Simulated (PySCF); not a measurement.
# Computed properties of C3H5ClOSi, SMILES Cl[Si@H](O)CC#C

C3H5ClOSi, SMILES C#CC[Si@@H](O)Cl. Geometry optimised at B3LYP-D3(BJ)/def2-SVP. The structure was generated by enumeration; whether it is a known compound was not checked. One conformer was computed; it need not be the lowest. All values are computed for the isolated molecule unless a solvent is named; none is compared with measurement here.

**Structure.** All 27 harmonic modes at B3LYP-D3(BJ)/def2-SVP (PySCF) are real, so it is a minimum. With heavy atoms numbered as in [CH:1]#[C:2][CH2:3][Si@@H:4]([OH:5])[Cl:6], the shortest bond between them is C1–C2 at 1.212 Å and the longest Si4–Cl6 at 2.080 Å.

**Vibrations.** The strongest infrared lines (harmonic, unscaled, degenerate partners summed) lie at 869 cm⁻¹ (195 km/mol, H 88 %), 861 cm⁻¹ (165 km/mol, H 71 %, C 17 %, Si 10 %), 776 cm⁻¹ (129 km/mol, H 69 %, O 15 %). The softest mode is at 53 cm⁻¹ and the zero-point energy is 44.7 kcal/mol.

**Electronic structure.** M06-2X/def2-TZVP (PySCF) places the frontier levels at -8.79 and 1.01 eV, a gap of 9.80 eV, and gives a dipole moment of 1.64 D and a mean polarisability of 70.2 bohr³. PBE/def2-TZVP (PySCF) at the same geometry gives -6.36 and -0.62 eV, so its gap is 4.06 eV narrower. An orbital gap is neither the optical nor the fundamental gap.

**Excitations.** TDA-ωB97X/def2-SVPD (PySCF) has S1 at 6.50 eV (191 nm, f = 0.000, dark); the most intense of the 10 singlets computed lies at 8.87 eV (f = 0.05). T1 (TDA) is at 5.40 eV, 1.10 eV under S1. TDA-PBE/def2-SVPD (PySCF) puts S1 at 5.67 eV. No vertical singlet excitation falls in the visible range (under 3.1 eV).

**NMR.** GIAO shifts at B3LYP/pcSseg-1 (PySCF) (non-relativistic, atoms alike by connectivity averaged): ¹³C from 15.6 to 79.4 ppm against TMS; ¹H from 2.0 to 5.3 ppm against TMS; ²⁹Si at 2.4 ppm against TMS. Without spin–orbit terms, shifts of atoms bonded to Cl or Br come out too high.
